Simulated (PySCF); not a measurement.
Si(H)2(OH)(nBu), SMILES [SiH2](O)CCCC (GFN2-xTB optimised geometry):

```
18

Si    -0.445    -0.677     0.000
O     -0.756    -1.415    -1.419
C     -1.169    -1.647     1.467
C     -0.809    -1.036     2.818
C     -1.435    -1.767     4.008
C     -0.859    -3.161     4.226
H     -1.012     0.677     0.000
H      1.012    -0.677     0.000
H     -1.640    -1.658    -1.680
H     -0.810    -2.678     1.432
H     -2.260    -1.699     1.389
H     -1.144     0.005     2.834
H      0.277    -1.029     2.933
H     -2.515    -1.840     3.858
H     -1.267    -1.173     4.910
H     -1.288    -3.613     5.117
H      0.221    -3.110     4.352
H     -1.075    -3.811     3.381
```

Level of theory: PySCF with PBE0/def2-SVP.

Problem. What are the frontier orbital energies and the dipole moment?

Solution. HOMO-2 -9.07 eV, HOMO-1 -8.62 eV, HOMO -7.85 eV, LUMO 1.09 eV, LUMO+1 1.64 eV; dipole moment 1.78 D.

On the same geometry PBE/def2-SVP (PySCF) gives HOMO-2 -7.61 eV, HOMO-1 -7.07 eV, HOMO -6.40 eV, LUMO 0.18 eV, LUMO+1 0.80 eV; dipole moment 1.73 D.

Meta-Löwdin charges at PBE0/def2-SVP: Si1 0.86, O2 -0.71, C3 -0.43, C4 -0.16, C5 -0.16, C6 -0.30, H7 -0.14, H8 -0.12, H9 0.33, H10 0.10, H11 0.10, H12 0.09, H13 0.09, H14 0.09, H15 0.09, H16 0.10, H17 0.09, H18 0.09.
